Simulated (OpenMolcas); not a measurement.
An OpenMolcas run meant for Eu4+ (ANO-R0, X2C; inactive shells 1s 2s 2p 3s 3p 3d 4s 4p 4d 5s 5p; intended active space 5 electrons in 7 orbitals (4f)). One step of its input:

```
&RASSCF
FileOrb=start.orb
Symmetry=2
Spin=6
nActEl=5 0 0
Inactive=15 12
Ras2=0 7
CIRoot=21 21 1
SDav=21
CIMx=300
Iter=5 100
PrWF=0.3
OrbListing=Nothing
MaxOrb=0
Atom
>>> COPY $Project.JobIph JOB001
```

Lines from the output:

```
...
      Natural orbitals and occupation numbers for root  3
      sym 2:   0.385015   0.961887   1.000000   0.961887   0.385015   0.653098   0.653098
::    RASSCF root number  1 Total energy: -10836.03942266
::    RASSCF root number  2 Total energy: -10836.03942266
::    RASSCF root number  3 Total energy: -10836.03942266
::    RASSCF root number  4 Total energy: -10836.03942266
::    RASSCF root number  5 Total energy: -10836.03942266
::    RASSCF root number  6 Total energy: -10836.03942266
::    RASSCF root number  7 Total energy: -10836.03942266
::    RASSCF root number  8 Total energy: -10836.03942266
::    RASSCF root number  9 Total energy: -10836.03942266
::    RASSCF root number 10 Total energy: -10836.03942266
::    RASSCF root number 11 Total energy: -10836.03942266
::    RASSCF root number 12 Total energy: -10836.01002443
                  YZ= -2.9316E-01              ZZ= -1.3354E-01
--
  Molden files will not be produced
      Average orbitals are written to the RASORB file
--- Stop Module: rasscf at  /rc=_RC_NOT_CONVERGED_ ---
.#######################.
.# Convergence problem #.
.#######################.
```

Question: What is wrong with the input?

Answer: The iteration limit is far too low, so the equations stop before they converge.
